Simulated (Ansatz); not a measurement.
Geometry optimisation, Ansatz, UKS B3LYP-D4/def2-SVP.

Input:

```yaml
crystal:
  periodic: [false, false, false]
  atoms:
    - { symbol: F, position_ang: [-1.8474, -0.5643, 1.7288] }
    - { symbol: B, position_ang: [-1.441, -0.1234, 0.4046] }
    - { symbol: "N", position_ang: [-0.2902, 0.8331, 0.248] }
    - { symbol: Si, position_ang: [1.1216, -0.0409, -0.5937] }
    - { symbol: F, position_ang: [2.3988, 0.9418, -0.7539] }
    - { symbol: H, position_ang: [-2.0242, -0.4713, -0.5546] }
    - { symbol: H, position_ang: [0.1231, 1.0416, 1.2265] }
    - { symbol: H, position_ang: [1.4556, -1.2367, 0.1668] }
    - { symbol: H, position_ang: [-0.44897, 1.38216, -0.62086] }
magnetization:
  spin_polarized: true
basis:
  gaussian: { orbitals: def2-SVP }
hamiltonian:
  xc: b3lyp
  dispersion: d4
relax:
  f_tol: 0.02
  max_steps: 50
```

Run as:

```bash
$ ansatz run input.yaml --threads 2 --pin off --max-ram 3072MiB --backend cpu --events-out ev --progress --plain --runs-dir out
```

**Question.** Where does it end, and by what steps?

**Answer.** The run converged. After 23 steps the energy has fallen by 3.242 eV; F5 moved furthest, 1.54 Å. Joined: B2–Si4, B2–H8.

| step | energy less start (eV) | largest force component (eV/Å) | accepted |
| --- | --- | --- | --- |
| 0 | 0.0000 | 5.997 | yes |
| 1 | -1.6659 | 3.010 | yes |
| 2 | -2.4321 | 1.390 | yes |
| 3 | -2.5874 | 1.166 | yes |
| 4 | -2.6470 | 0.793 | yes |
| 5 | -2.6983 | 0.402 | yes |
| 6 | -2.7269 | 0.297 | yes |
| 7 | -2.7318 | 0.187 | yes |
| 8 | -2.7352 | 0.359 | yes |
| 9 | -2.7418 | 0.263 | yes |
| 10 | -2.7505 | 0.181 | yes |
| 11 | -2.7695 | 0.355 | yes |
| 12 | -2.7817 | 0.865 | yes |
| 13 | -2.8157 | 0.938 | yes |
| 14 | -2.8710 | 0.623 | yes |
| 15 | -2.9566 | 0.503 | yes |
| 16 | -3.0839 | 0.551 | yes |
| 17 | -3.1758 | 0.696 | yes |
| 18 | -3.2267 | 0.240 | yes |
| 19 | -3.2395 | 0.148 | yes |
| 20 | -3.2409 | 0.052 | yes |
| 21 | -3.2391 | 0.412 | no |
| 22 | -3.2415 | 0.023 | yes |
| 23 | -3.2416 | 0.013 | yes |

```xyz
9
Properties=species:S:1:pos:R:3
F -0.796 -0.474 1.719
B -0.804 -0.363 0.362
N -0.287 1.027 -0.125
Si 1.273 0.037 -0.786
F 2.103 0.302 0.619
H -1.757 -0.785 -0.259
H -0.036 1.639 0.656
H 0.227 -1.151 -0.147
H -0.874 1.530 -0.787
```

Time of the run: 88 s on 2 threads of Arm Neoverse V1, on a shared host, peak memory 0.27 GiB.
